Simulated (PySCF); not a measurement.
NMR data simulated for an unnamed compound:

$^{1}$H NMR (400 MHz, computed): δ 5.18 (s, 3H), 2.48 (q, 2H), 2.41 (s, 3H), 2.34 (s, 3H), 1.04 (t, 3H).

$^{13}$C{$^{1}$H} NMR (computed): δ 154.3 (C), 146.2 (C), 126.9 (C), 20.9 (CH2), 19.1 (CH3), 14.7 (CH3), 11.6 (CH3).

Method: geometry from GFN2-xTB, NMR shieldings at PBE0/pcSseg-1/GIAO, in PySCF 2.14.0 with density-fitted response routines (no solvent model, equivalent nuclei averaged, single conformer, non-relativistic).

Referencing at the same level of theory: TMS for $^{1}$H (σ = 31.72 ppm), $^{13}$C (σ = 186.93 ppm).

Q: Which of these does the molecule contain: an OH group, a heteroaromatic ring, a (CH3)2CH unit, a Si–H bond, a CH3CH2 unit, an amide?

A: 
- An OH group: no.
- A heteroaromatic ring: yes.
- A (CH3)2CH unit: no.
- A Si–H bond: yes (δH 5.18 (s)).
- A CH3CH2 unit: yes (δC 19.1, 20.9; δH 1.04 (t), 2.48 (q)).
- An amide: no.

The data belong to SMILES c1(C)c(CC)c(C)nn1[SiH3], C7H14N2Si; they needn't prove each group on their own.

Carbon signals by region: 3 in the sp2 and nitrile region (100–160 ppm), 4 below 50 ppm.

Shifts are as computed. Against solution values, carbons near 30 ppm lie about +3 ppm off and those near 130 ppm about +5 ppm. Of 1211 compounds with measured shifts, 218 miss one by over three times the rms of a fit or turn the order of signals round; such compounds aren't used in these exercises. No couplings were computed; multiplicities are counted from neighbouring protons, with m where these are inequivalent, close in shift, in a saturated or five-membered ring or joined by F or P, and br s for small geminal =CH2 splittings.
